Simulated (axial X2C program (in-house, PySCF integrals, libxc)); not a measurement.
**SeS with a deliberately poor setting**

Computed with an axial X2C code built on PySCF integrals.

Input file and command:
```json
{"zs": [34, 16], "q": 0, "bas": ["dyall-v3z", "dyall-v3z"], "levels": ["PBE0", "HF", "B97-3", "PW91"], "cc": false, "r0": 2.01, "npts": 10, "nst": 2, "ntry": 6, "opt": {"pick": 2}}
```
```bash
python so2c.py task.json out
```

Keys: zs atomic numbers; q charge; bas basis sets; levels methods; cc coupled cluster on or off; r0 starting distance in Å; npts points on the curve; nst determinants followed; ntry starts of the search; pick rank of the determinant followed. HF also brings MP2.

**Question.** One numerical setting was spoiled on purpose. Which, and what came out?

**Answer.** An excited determinant was followed. States: spin-free M_S = 0, Λ = 2; 2c Ω = 2. The apparent results, which are not to be taken for properties of SeS:

```json
{"Hamiltonian": "spin-free", "level": "PBE0", "points converged": "10 of 10", "Re (Å)": "2.034", "ωe (cm⁻¹)": "571", "De (eV)": "3.38", "curve-fit residual (μEh)": "0.76"}
{"Hamiltonian": "spin-free", "level": "HF", "points converged": "9 of 10", "Re (Å)": "2.005", "ωe (cm⁻¹)": "626", "De (eV)": "0.61", "curve-fit residual (μEh)": "0.0069"}
{"Hamiltonian": "spin-free", "level": "MP2", "points converged": "9 of 9", "Re (Å)": "2.060", "ωe (cm⁻¹)": "526", "De (eV)": "3.27", "curve-fit residual (μEh)": "0.04"}
{"Hamiltonian": "spin-free", "level": "B97-3", "points converged": "10 of 10", "Re (Å)": "2.044", "ωe (cm⁻¹)": "561", "De (eV)": "3.43", "curve-fit residual (μEh)": "0.68"}
{"Hamiltonian": "spin-free", "level": "PW91", "points converged": "10 of 10", "Re (Å)": "2.065", "ωe (cm⁻¹)": "528", "De (eV)": "3.86", "curve-fit residual (μEh)": "1"}
{"Hamiltonian": "2c", "level": "PBE0", "points converged": "10 of 10", "Re (Å)": "2.036", "ωe (cm⁻¹)": "568", "De (eV)": "3.32", "curve-fit residual (μEh)": "0.63"}
{"Hamiltonian": "2c", "level": "HF", "points converged": "9 of 10", "Re (Å)": "2.007", "ωe (cm⁻¹)": "616", "De (eV)": "0.54", "curve-fit residual (μEh)": "7"}
{"Hamiltonian": "2c", "level": "MP2", "points converged": "9 of 9", "Re (Å)": "2.065", "ωe (cm⁻¹)": "539", "De (eV)": "3.11", "curve-fit residual (μEh)": "71"}
{"Hamiltonian": "2c", "level": "B97-3", "points converged": "10 of 10", "Re (Å)": "2.046", "ωe (cm⁻¹)": "558", "De (eV)": "3.32", "curve-fit residual (μEh)": "0.88"}
{"Hamiltonian": "2c", "level": "PW91", "points converged": "10 of 10", "Re (Å)": "2.067", "ωe (cm⁻¹)": "527", "De (eV)": "3.80", "curve-fit residual (μEh)": "0.99"}
```
